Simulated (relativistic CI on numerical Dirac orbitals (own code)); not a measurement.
One change at a time: Ru XXXIX

Base calculation: Dirac-Coulomb-Breit CI, separate exchange-only KLI orbitals for each configuration, a model potential for QED, unscaled Slater integrals.

Configuration list (outside the closed core 1s2): 2s²2p², 2s2p³, 2p⁴, 2p³3s, 2p³3p, 2p³3d, 2s²2p3s, 2s²2p3p, 2s²2p3d, 2s2p²3s, 2s2p²3p, 2s2p²3d, 2s²2p4s, 2s²2p4p, 2s²2p4d, 2s²2p4f. Levels of other configurations are missing.

The lowest level and the first level of each name with at least 55 % of one term (blank where a level has no safe partner in the second run):

```csv
Level,Base (eV),Shift (eV)
2s²2p² ³P0,0.00,0.00
2s²2p² ³P1,128.85,-0.29
2s²2p² ¹D2,142.03,-0.29
2s²2p² ³P2,280.09,-0.53
2s²2p² ¹S0,310.98,-0.49
2s2p³ ³D°3,415.76,+2.44
2s2p³ ³P°0,443.60,+2.44
2s2p³ ¹D°2,463.99,+2.45
2p⁴ ³P2,617.76,+5.41
2p⁴ ³P1,753.55,+5.18
2p⁴ ¹D2,768.25,+5.18
2s²2p3s ³P°0,3171.89,-0.91
2s²2p3s ³P°1,3174.20,-0.91
2s²2p3p ³D1,3215.25,-0.05
```

At this charge energies of transitions that change n are usually good to better than 1 %, and those within a shell (Δn = 0) to a few per cent.

**Question.** One thing was changed in a second run, which moved the levels as shown. Which?
A. QED terms removed
B. Breit term removed
C. configuration mixing switched off

**Answer.** A. QED terms removed. QED shifts follow the density of s (and p1/2) electrons at the nucleus, so configurations move by their count of such electrons; where none moves, the smaller shifts of p3/2 electrons and of j = l + 1/2 against j = l − 1/2 set the pattern.

LS names give the leading component of a level, which can be under half, so a name can repeat, a term be missing and a line seem to break the LS rules.
